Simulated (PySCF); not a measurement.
C4H6BF, SMILES C=C=CB(C)F. Atoms are numbered in the order given.

```xyz
12

C      2.7418    -0.0327    -0.1537
C      1.4997     0.1817    -0.4961
C      0.2347     0.3824    -0.8096
B     -0.9314    -0.0409     0.1328
C     -2.4486     0.2046    -0.1816
F     -0.6184    -0.6292     1.2939
H      3.3102     0.7137     0.4115
H      3.2494    -0.9664    -0.4185
H      0.0134     0.8649    -1.7715
H     -3.0589    -0.6757     0.0807
H     -2.8111     1.0297     0.4606
H     -2.6470     0.4852    -1.2263
```

Geometry optimised at B3LYP-D3(BJ)/def2-SVP. This is a generated structure with no PubChem entry under its InChIKey; it may be hypothetical. Other conformers were not sampled.

These are TDDFT-PBE/def2-SVPD (PySCF) values and carry that method's errors.

Vertical excitations. The molecule is in vacuum.

Computed lowest excited states:
```csv
state,energy (eV),λ (nm),f,main pairs
S1,4.34,286,0.000,HOMO→LUMO 100 %
S2,5.64,220,0.001,HOMO−2→LUMO 99 %
S3,5.74,216,0.203,HOMO−1→LUMO 83 %
S4,6.23,199,0.000,HOMO−1→LUMO+1 99 %
S5,6.43,193,0.011,HOMO→LUMO+2 96 %
S6,6.84,181,0.506,"HOMO→LUMO+1 45 %, HOMO−2→LUMO+1 30 %, HOMO−1→LUMO 9 %, HOMO−1→LUMO+2 7 %"
S7,6.89,180,0.053,HOMO−1→LUMO+2 92 %
S8,7.13,174,0.003,HOMO−3→LUMO 94 %
S9,7.13,174,0.019,HOMO→LUMO+3 95 %
S10,7.30,170,0.002,HOMO→LUMO+4 96 %
T1,4.00,310,0,"HOMO−1→LUMO 78 %, HOMO→LUMO 19 %"
T2,4.01,310,0,"HOMO→LUMO 80 %, HOMO−1→LUMO 19 %"
T3,4.78,259,0,HOMO→LUMO+1 94 %
T4,5.30,234,0,HOMO−2→LUMO 97 %
```
Triplets are in the Tamm–Dancoff approximation, which puts them higher than full response would, so one can lie above its singlet here.
